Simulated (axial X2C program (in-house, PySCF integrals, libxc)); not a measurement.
# How the levels of MoCN (d5 s0 p(π)0 orbitals) move with the bond length

Computed with an axial X2C code built on PySCF integrals: two-component X2C with atomic mean-field Coulomb and Gaunt terms, basis Mo dyall-v3z, C dyall-v3z, N dyall-av3z (cores contracted in-house). Orbitals come from Hartree–Fock averaged over the configuration Mo d5 s0 p(π)0; CI then distributes these electrons over the d, s, p(π) shells of Mo.

At Mo–C–N held linear, bonds 2.177 and 1.160 Å (the second held):

```csv
Ω,energy (cm⁻¹),g∥,μ (D),configuration
1/2,0,2.00,-8.75,100% d5
3/2,6,6.00,-8.75,100% d5
5/2,17,10.01,-8.75,100% d5
1/2,17107,2.02,-8.78,100% d5
3/2,17171,5.95,-8.79,100% d5
1/2,17628,3.55,-8.67,100% d5
1/2,17697,0.39,-8.68,100% d5
3/2,17734,3.99,-8.67,100% d5
5/2,17780,7.95,-8.66,100% d5
3/2,18015,2.08,-8.73,100% d5
5/2,18093,6.06,-8.72,100% d5
7/2,18186,10.00,-8.72,100% d5
5/2,19605,4.01,-8.75,100% d5
7/2,19651,8.00,-8.74,100% d5
```

g∥ is the magnitude of 2⟨Lz + ge Sz⟩ for the +Ω component. μ is positive if the N end is positive. The lowest 14 levels at most are listed.

At Mo–C–N held linear, bonds 2.569 and 1.160 Å (the second held):

| Ω | energy (cm⁻¹) | g∥ | μ (D) | configuration |
| --- | --- | --- | --- | --- |
| 1/2 | 0 | 2.00 | -10.81 | 100% d5 |
| 3/2 | 4 | 6.00 | -10.81 | 100% d5 |
| 5/2 | 11 | 10.00 | -10.81 | 100% d5 |
| 1/2 | 18019 | 1.98 | -10.77 | 100% d5 |
| 3/2 | 18083 | 5.72 | -10.78 | 100% d5 |
| 1/2 | 18290 | 2.25 | -10.67 | 100% d5 |
| 5/2 | 18303 | 8.00 | -10.68 | 100% d5 |
| 3/2 | 18316 | 4.28 | -10.69 | 100% d5 |
| 1/2 | 18342 | 1.76 | -10.70 | 100% d5 |
| 5/2 | 18506 | 6.01 | -10.79 | 100% d5 |
| 3/2 | 18509 | 2.02 | -10.80 | 100% d5 |
| 7/2 | 18525 | 9.99 | -10.79 | 100% d5 |
| 5/2 | 20112 | 4.01 | -10.78 | 100% d5 |
| 7/2 | 20133 | 8.02 | -10.79 | 100% d5 |

The lowest level lies 3536 cm⁻¹ above the lowest at the first distance.

(1) How does the gap from the lowest to the fifth level change between the two distances?

There is no dynamic correlation: spin–orbit spacings and, for f shells, spacings inside one term are the most reliable numbers, splittings between terms come out too wide, and energies between configurations are not reliable, so the lowest level need not be the ground state of the molecule. For d shells the ligand-field splittings (σ, π, δ) and their order can be off by a thousand cm⁻¹ or more. At most 4 roots were kept for each Ω > 0 (twice that for Ω = 0) within 3.2 eV of the lowest, so higher up levels can be missing between those listed; levels with Ω > 0 are doubly degenerate and listed once, Ω = 0 levels singly. Some active spinors are only partly of the character that their shell is named for, so the shell names and counts are nominal. States that fill the shells left empty in the average are placed too high. The molecule was held linear; bending was not examined.

Answers

(1) From 17171 to 18083 cm⁻¹, a factor of 1.05.
